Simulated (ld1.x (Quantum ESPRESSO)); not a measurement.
An all-electron radial function and its pseudo partner (Cr)

Columns: radius, all-electron u(r) and pseudo u(r) of the 3d shell (level -5.99 eV) of chromium in the configuration [Ne] 3s2 3p6 3d4 4s2 4p0; PBE, scalar-relativistic, PAW scheme, ld1.x (Quantum ESPRESSO) 7.5.

| r (bohr) | all-electron | pseudo |
| --- | --- | --- |
| 0.132 | 0.0906 | 0.0047 |
| 0.265 | 0.3334 | 0.0357 |
| 0.398 | 0.5689 | 0.1096 |
| 0.530 | 0.7321 | 0.2258 |
| 0.663 | 0.8226 | 0.3702 |
| 0.795 | 0.8531 | 0.5144 |
| 0.928 | 0.8436 | 0.6327 |
| 1.060 | 0.8102 | 0.7043 |
| 1.193 | 0.7636 | 0.7250 |
| 1.325 | 0.7117 | 0.7036 |
| 1.458 | 0.6581 | 0.6579 |
| 1.590 | 0.6060 | 0.6060 |
| 1.723 | 0.5560 | 0.5560 |
| 1.855 | 0.5096 | 0.5096 |
| 1.988 | 0.4664 | 0.4664 |
| 2.120 | 0.4269 | 0.4269 |
| 2.252 | 0.3908 | 0.3908 |
| 2.385 | 0.3575 | 0.3575 |
| 2.518 | 0.3271 | 0.3271 |
| 2.650 | 0.2995 | 0.2995 |
| 2.782 | 0.2742 | 0.2742 |
| 2.915 | 0.2509 | 0.2509 |
| 3.048 | 0.2295 | 0.2295 |
| 3.180 | 0.2101 | 0.2101 |
| 3.312 | 0.1923 | 0.1923 |
| 3.445 | 0.1758 | 0.1758 |

How many radial nodes do the two functions have?

The all-electron 3d function has n − l − 1 = 0; the pseudo-wave has 0.

At about which radius was the pseudo-wave matched?

1.65 bohr. The columns agree to 0.0005 from 1.46 bohr on; several derivatives are matched, so the curves merge somewhat inside the radius.

Where does each function peak?

Outermost all-electron maximum near 0.80 bohr, pseudo maximum near 1.19 bohr (to the table’s step).

Is the pseudo-wave norm-conserving?

No, it belongs to a PAW set: the norm inside the radius is not constrained, and the difference is carried by the augmentation charge.
